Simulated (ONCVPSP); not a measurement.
**nitrogen (N), ONCV: configuration errors across variants**

ONCVPSP 4.0.1 input, shortened (lines: element, Z, core and valence counts, functional; n l f; lmax; l rc ep ncon nbas qcut; lloc lpopt rc5 dvloc0; l nproj debl; icmod fcfact rcfact), LDA (Perdew-Wang 92), scalar-relativistic:

```
  N 7.00    1    2  -001012      upf
    1    0    2.00
    2    0    2.00
    2    1    3.00
    2
    0    0.90    0.00    4    9    9.30
    1    2.35    0.00    4    7    5.70
    2    2.05    0.34    5    9    5.20
    0    5    0.90    0.00
    0    0    2.90
    1    3    0.60
    2    2    1.80
    3    4.25    1.65
```

All-electron excitation energies from the reference (eV): (1) 2s2 2p2 13.731; (2) 2s2 2p1 42.703; (3) 2s2 2p0 89.873; (4) 2s2 2p2.5 5.166.

Errors AE − PS in meV (a dash: test not solved or not reliable):

```csv
change,(1),(2),(3),(4),bound ghosts,GHOST(+) flags above zero
base,+132,+942,+3238,+23,none,none
d: qcut 3.2,+132,+942,+3238,+23,none,none
"core correction Teter function fitted to the true core (icmod 2), fcfact 0.35",+133,+950,+3293,+23,none,none
d: nproj 1,+132,+942,+3238,+23,none,none
"core correction Teter function, fcfact 4.25, rcfact 1.82",+131,+931,+3211,+22,none,none
p: rc 2.66,+192,+1309,+4354,+34,none,none
"all radii but the core radius scaled by about 1.13 (s 1.02, p 2.66, d 2.32 bohr)",+193,+1309,+4354,+34,none,none
```

(1) Give the same row for: s: qcut 13.3; p: qcut 8.2; d: qcut 7.4.

## Answers

(1) +73, +547, +1962, +12; bound ghosts: none; GHOST(+) flags above zero: none.
